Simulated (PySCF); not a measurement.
## NMR data sheet: C₅H₇F₃O₃

- Formula: C5H7F3O3
- SMILES: COC(=O)CCOC(F)(F)F
- InChI: InChI=1S/C5H7F3O3/c1-10-4(9)2-3-11-5(6,7)8/h2-3H2,1H3
- Point group of the computed structure: C1
- Degrees of unsaturation: 1
- Carbon signals: 5
- Proton signals: 3

Molfile (atoms numbered from 1):
```
C5H7F3O3
     RDKit          3D

 18 17  0  0  0  0  0  0  0  0999 V2000
    3.5157    0.1183   -0.0670 C   0  0  0  0  0  0  0  0  0  0  0  0
    2.1464    0.3405    0.2548 O   0  0  0  0  0  0  0  0  0  0  0  0
    1.2519   -0.3477   -0.4520 C   0  0  0  0  0  0  0  0  0  0  0  0
    1.5310   -1.1178   -1.3304 O   0  0  0  0  0  0  0  0  0  0  0  0
   -0.1566   -0.0273    0.0130 C   0  0  0  0  0  0  0  0  0  0  0  0
   -1.1795   -0.6029   -0.9609 C   0  0  0  0  0  0  0  0  0  0  0  0
   -2.5065   -0.6609   -0.4086 O   0  0  0  0  0  0  0  0  0  0  0  0
   -3.1733    0.4706   -0.3310 C   0  0  0  0  0  0  0  0  0  0  0  0
   -4.4266    0.2249    0.0293 F   0  0  0  0  0  0  0  0  0  0  0  0
   -2.6807    1.3463    0.5715 F   0  0  0  0  0  0  0  0  0  0  0  0
   -3.2220    1.1617   -1.4849 F   0  0  0  0  0  0  0  0  0  0  0  0
    3.6886    0.2989   -1.1292 H   0  0  0  0  0  0  0  0  0  0  0  0
    4.0848    0.8166    0.5403 H   0  0  0  0  0  0  0  0  0  0  0  0
    3.7964   -0.9104    0.1657 H   0  0  0  0  0  0  0  0  0  0  0  0
   -0.2503    1.0536    0.1256 H   0  0  0  0  0  0  0  0  0  0  0  0
   -0.2971   -0.4762    0.9995 H   0  0  0  0  0  0  0  0  0  0  0  0
   -1.1926   -0.0377   -1.8972 H   0  0  0  0  0  0  0  0  0  0  0  0
   -0.9383   -1.6444   -1.1795 H   0  0  0  0  0  0  0  0  0  0  0  0
  1  2  1  0
  2  3  1  0
  3  4  2  0
  3  5  1  0
  5  6  1  0
  6  7  1  0
  7  8  1  0
  8  9  1  0
  8 10  1  0
  8 11  1  0
  1 12  1  0
  1 13  1  0
  1 14  1  0
  5 15  1  0
  5 16  1  0
  6 17  1  0
  6 18  1  0
M  END
```

How the numbers were obtained: PBE0/pcSseg-1 with gauge-including orbitals, GFN2-xTB structure, in PySCF (equivalent nuclei averaged, one computed conformer, no solvent model, relativity neglected).

Shifts are taken against calculated references (same method and geometry level): ¹H (31.72 ppm) and ¹³C (186.93 ppm) against TMS; ¹⁹F (170.95 ppm) against CFCl3; ¹⁷O (336.08 ppm) vs H2O.

| carbon | δC, type | δH (multiplicity) | HMBC from (2–3 bonds) | span of the C tensor (ppm) |
| --- | --- | --- | --- | --- |
| C1 | 54.1, CH3 | 3.93 (s) | – | 77 |
| C3 | 177.1, C | – | H17/H18, H12/H13/H14, H15/H16 | 158 |
| C5 | 37.3, CH2 | 2.97 (t) | H17/H18 | 55 |
| C6 | 67.1, CH2 | 4.53 (t) | H15/H16 | 91 |
| C8 | 131.7, C | – | H17/H18 | 25 |

Other nuclei:
| atoms | nucleus | environment | δ (ppm) | σ (ppm) |
| --- | --- | --- | --- | --- |
| F9/F10/F11 | ¹⁹F | fluorine of an OCF3 group | -74.1 | 245.1 |
| O4 | ¹⁷O | ester carbonyl oxygen | 435.0 | -98.9 |
| O2 | ¹⁷O | ester alkoxy oxygen | 191.0 | 145.1 |
| O7 | ¹⁷O | ether oxygen | 111.0 | 225.1 |

- Carbon types of the structure: 2 × C, 2 × CH2, 1 × CH3, which accounts for all hydrogens.
- δC 177.1: ester carbonyl carbon; it is a carbonyl in resonance with an O or N lone pair, the region of acids, esters and amides.
- δC 131.7: CF3 carbon; 4 electronegative neighbours deshield it.
- δC 67.1: sp3 CH2 bonded to O; the inductive effect lowers its shielding.
- δC 54.1: methyl carbon bonded to O; pulled downfield by the heteroatom.
- δC 37.3: sp3 CH2 α to a carbonyl; the adjacent C=O deshields it moderately.

Splittings by ¹⁹F in the carbon and heteronuclear signals aren't shown, as no couplings were computed. Shifts are as computed. Against solution values, carbons near 30 ppm lie about +3 ppm off and those near 130 ppm about +5 ppm. Of 1211 compounds with measured shifts, 218 miss one by over three times the rms of a fit or turn the order of signals round; such compounds aren't used in these exercises. Unscaled 19F shifts against computed CFCl3 carry errors that often reach 10 to 50 ppm. Unscaled 17O shifts of doubly bonded oxygen tend to come out too high, by tens of ppm or more. Experimental scales use liquid or dissolved standards, which lie at an offset from isolated H2O (liquid H2O: subtract about 36 ppm). No couplings were computed; multiplicities are counted from neighbouring protons, with m where these are inequivalent, close in shift, in a saturated or five-membered ring or joined by F or P, and br s for small geminal =CH2 splittings.
